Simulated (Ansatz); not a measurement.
C₃H₈B₂S, relaxed with RKS PBE-D4/def2-SVP in the Gaussian-basis code of Ansatz from a rough embedded geometry. The force threshold is 0.03 eV/Å; the program also tests the step.

The species carries charge 0 and has multiplicity 1. The bonds changed during the relaxation, so this is another structure than the one it started from.

Start:

```xyz
14

B     1.041    0.579   -1.740
C     0.930   -0.706   -0.749
C    -0.526   -1.054   -0.386
S    -1.165   -1.985   -1.115
B    -1.247   -0.285    0.786
C    -0.535    0.821    1.680
H     0.477    0.532   -2.757
H     1.548    1.575   -1.336
H     1.454   -1.593   -1.233
H     1.533   -0.502    0.174
H    -2.368   -0.590    1.032
H     0.362    0.380    2.214
H    -0.243    1.633    1.017
H    -1.263    1.195    2.414
```

Question: How much energy does the relaxation release, and in how many steps? (An estimate is asked.)

Answer: Ansatz gave: 420.28 kJ/mol, in 25 steps.

Question: Which bonds change most? (An estimate is asked.)

Answer: Computed: B1–S4 from 3.439 to 2.000 Å; B1–C3 from 2.637 to 1.801 Å; C3–S4 from 1.344 to 1.771 Å; S4–B5 from 2.551 to 2.284 Å.

Question: Give the relaxed structure. (Estimate.)

Answer: The calculation gave: 
```xyz
14

B     0.502    0.336   -1.478
C     1.238   -1.258   -0.808
C     0.024   -0.891   -0.249
S    -1.328   -0.453   -1.306
B    -0.835   -0.354    0.923
C    -0.796    1.079    1.574
H     0.841    0.223   -2.637
H     0.714    1.370   -0.890
H     1.297   -1.842   -1.739
H     2.140   -1.230   -0.174
H    -1.480   -1.252    1.445
H    -0.156    1.008    2.484
H    -0.365    1.867    0.928
H    -1.796    1.398    1.927
```
